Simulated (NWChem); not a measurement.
## Correlation energy of CClF₂

SMILES: F[C](F)Cl
```xyz
4

F      1.0532    -0.0780    -1.0793
C      0.4266     0.3236     0.0000
F      1.0532    -0.0780     1.0793
Cl    -1.2657    -0.0316     0.0000
```
Charge 0, spin multiplicity 2.

Everything below was run with NWChem. Structure: optimised with UPBE0/def2-SVP, a minimum by its harmonic frequencies.

Basis set: STO-3G. Each correlation energy counts from its own Hartree-Fock reference.

The correlated methods keep 8 core orbitals frozen. The structure started from a generated list of species. The unpaired electrons of the parent sit in orbitals of symmetry a' (Cs labels of the run); other states weren't searched. No SCF solution was tested for a lower state. Open-shell Hartree-Fock references start from PBE0 orbitals. Coupled-cluster values serve here as a point of comparison, not as the truth.

Question: Order these methods by the correlation energy they give, lowest first: UMP2, SCS-UMP2, CCSD on UHF, CCSD[T] on UHF.

Answer: CCSD[T] on UHF (-108.1 mHa), CCSD on UHF (-102.8 mHa), SCS-UMP2 (-84.7 mHa), UMP2 (-82.6 mHa)
